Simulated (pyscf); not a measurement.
`[Br][SiH][Br]`, doublet

Gas-phase minimum from PySCF at ωB97X-D3(BJ)/def2-SVP, one conformer. 

SMILES: Br[SiH]Br
```xyz
4

Br     1.4814     2.0749    -0.6174
Si     0.5805     0.0652    -0.4094
Br    -0.3795    -0.1494     1.5721
H     -0.4754    -0.0803    -1.4543
```
Charge 0, spin multiplicity 2.

Bond lengths (Å): Br1–Si2 2.212, Si2–Br3 2.212, Si2–H4 1.493. Bond angles (°): Br1–Si2–Br3 110.4, Br1–Si2–H4 108.1, Br3–Si2–H4 108.1.

Properties at ωB97X-D3(BJ)/def2-SVP:

```json
{
 "harmonic_wavenumbers_unscaled": "116, 412, 488, 630, 743, 2221 cm⁻¹",
 "zero_point_energy": "6.6 kcal/mol",
 "rotational_symmetry_number": "1",
 "Entropy of this conformer at 298 K and 1 atm, rigid rotor and harmonic oscillator, modes under 100 cm⁻¹ raised to 100": "319.2 J/(mol K)",
 "dipole_moment": "1.11 D",
 "Spin expectation value S2": "0.752"
}
```

Single-point totals, which compare only within one level (frozen core for MP2 and CC):

```
level                   total energy (hartree)
----------------------  ----------------------
ωB97X-D3(BJ)/def2-TZVP             -5438.31399
PBE/def2-TZVP                      -5437.53941
r²SCAN/def2-TZVP                   -5438.40837
B3LYP-D3(BJ)/def2-TZVP             -5438.54468
PBE0-D3(BJ)/def2-TZVP              -5437.74991
M06-2X/def2-TZVP                   -5438.51529
ωB97M-D3(BJ)/def2-TZVP             -5438.50739
UHF/def2-TZVPP                     -5434.41850
MP2/def2-TZVPP                     -5435.06362
CCSD/def2-TZVPP                    -5435.08389
CCSD(T)/def2-TZVPP                 -5435.10816
```

The CCSD(T) − MP2 part came from Ansatz, without density fitting, on the same reference. The frozen core leaves the outer d or s,p core shells of the metals and heavy elements correlated in the MP2 and CC values, and def2-TZVPP describes them poorly, so these totals are far from the basis limit. Elements up to Kr have no core potential and no relativistic terms here.
